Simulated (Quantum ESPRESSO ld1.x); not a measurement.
Values are calculated unless marked as measured or tabulated.
Species: In II. Configuration: [Kr] 4d10 5s2.

Code: ld1.x of Quantum ESPRESSO 7.5. Model: Dirac Kohn-Sham, LDA (Slater exchange, Perdew-Zunger correlation), spin-unpolarised, spherical densities, point nucleus; speed of light set to 171.295 atomic units (1.25 times the physical value, a model run).

Energy parts (eV):
part                   energy
total                 -158508
kinetic                163402
electron-nucleus      -381537
Hartree                 63792
exchange-correlation    -4164

Orbitals (lengths in bohr, moments of r in powers of bohr; <r^-3> diverges for s and p1/2; r(max) is where P^2 peaks):
| orbital | occ. | eigenvalue (eV) | <r> | <r^-3> | r(max) | <r^4> | small-component weight |
|---|---|---|---|---|---|---|---|
| 1s1/2 | 2 | -27359.2 | 0.03023 | - | 0.01973 | 3.905e-06 | 2.04e-02 |
| 2s1/2 | 2 | -4069.54 | 0.1305 | - | 0.1108 | 0.0006921 | 4.28e-03 |
| 2p1/2 | 2 | -3799.79 | 0.1108 | - | 0.08584 | 0.0004496 | 4.30e-03 |
| 2p3/2 | 4 | -3668.90 | 0.1141 | 3935 | 0.08864 | 0.0004953 | 4.18e-03 |
| 3s1/2 | 2 | -776.791 | 0.3539 | - | 0.3206 | 0.03131 | 1.22e-03 |
| 3p1/2 | 2 | -667.176 | 0.3448 | - | 0.3068 | 0.03056 | 1.19e-03 |
| 3p3/2 | 4 | -643.603 | 0.3518 | 717.9 | 0.3132 | 0.03300 | 1.16e-03 |
| 3d3/2 | 4 | -445.550 | 0.3232 | 112.7 | 0.2570 | 0.02861 | 1.09e-03 |
| 3d5/2 | 6 | -440.552 | 0.3255 | 108.1 | 0.2589 | 0.02932 | 1.08e-03 |
| 4s1/2 | 2 | -123.567 | 0.8589 | - | 0.7790 | 1.049 | 3.26e-04 |
| 4p1/2 | 2 | -87.6936 | 0.9132 | - | 0.8086 | 1.431 | 2.88e-04 |
| 4p3/2 | 4 | -83.5299 | 0.9328 | 126.8 | 0.8245 | 1.562 | 2.78e-04 |
| 4d3/2 | 4 | -26.9829 | 1.170 | 12.93 | 0.9252 | 5.177 | 1.82e-04 |
| 4d5/2 | 6 | -26.4233 | 1.181 | 12.28 | 0.9319 | 5.387 | 1.79e-04 |
| 5s1/2 | 2 | -15.0338 | 2.500 | - | 2.136 | 78.49 | 4.13e-05 |

The highest occupied level is 5s1/2 at -15.034 eV. The density falls to 0.001 e/bohr^3 at r = 4.00 bohr.

Run on one thread of a shared host, so times are rough (Intel(R) Xeon(R) Processor @ 2.60GHz): 0.7 s of CPU time, 0.73 s wall, 23 iterations on 2063 mesh points.
